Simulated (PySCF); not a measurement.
## Computed properties of F2H5NSi2, SMILES F[SiH](N[SiH3])F

F2H5NSi2, SMILES F[SiH](F)N[SiH3]. Geometry optimised at TPSSh-D3(BJ)/def2-SVP. The structure was generated by enumeration, and PubChem lists no compound with its InChIKey, so it may never have been made. The values are those of a single conformer. All values are computed for the isolated molecule unless a solvent is named; none is compared with measurement here.

**Structure.** All 24 harmonic modes at TPSSh-D3(BJ)/def2-SVP (PySCF) are real, so it is a minimum. With heavy atoms numbered as in [SiH3:1][NH:2][SiH:3]([F:4])[F:5], the shortest bond between them is Si3–F5 at 1.620 Å and the longest Si1–N2 at 1.756 Å.

**Vibrations.** The strongest infrared lines (harmonic, unscaled, degenerate partners summed) lie at 952 cm⁻¹ (408 km/mol, H 51 %, N 25 %, Si 23 %), 959 cm⁻¹ (275 km/mol, Si 43 %, F 34 %, H 24 %), 1210 cm⁻¹ (274 km/mol, H 60 %, N 34 %). The softest mode is at 28 cm⁻¹ and the zero-point energy is 35.8 kcal/mol.

**Electronic structure.** CAM-B3LYP/def2-TZVP (PySCF) places the frontier levels at -9.73 and 0.88 eV, a gap of 10.61 eV, and gives a dipole moment of 2.11 D and a mean polarisability of 54.0 bohr³. PBE/def2-TZVP (PySCF) at the same geometry gives -6.92 and -0.88 eV, so its gap is 4.57 eV narrower. An orbital gap is neither the optical nor the fundamental gap.

**Excitations.** TDA-B3LYP/def2-SVPD (PySCF) has S1 at 6.65 eV (186 nm, f = 0.008, weak); the most intense of the 10 singlets computed lies at 8.74 eV (f = 0.13). T1 (TDA) is at 6.29 eV, 0.36 eV under S1. TDA-PBE/def2-SVPD (PySCF) puts S1 at 6.17 eV. No vertical singlet excitation falls in the visible range (under 3.1 eV).

**NMR.** GIAO shifts at KT2/pcSseg-1 (PySCF) (non-relativistic, atoms alike by connectivity averaged): ¹H from 1.0 to 5.0 ppm against TMS; ²⁹Si from -55.2 to -32.5 ppm against TMS; ¹⁹F at -168.6 ppm against CFCl3.

**Solvation.** SMD-B3LYP/def2-SVP (PySCF) gives -0.3 kcal/mol in water, -3.2 kcal/mol in 1-octanol, -3.1 kcal/mol in ethylethanoate (1 M in both phases, gas-phase geometry).
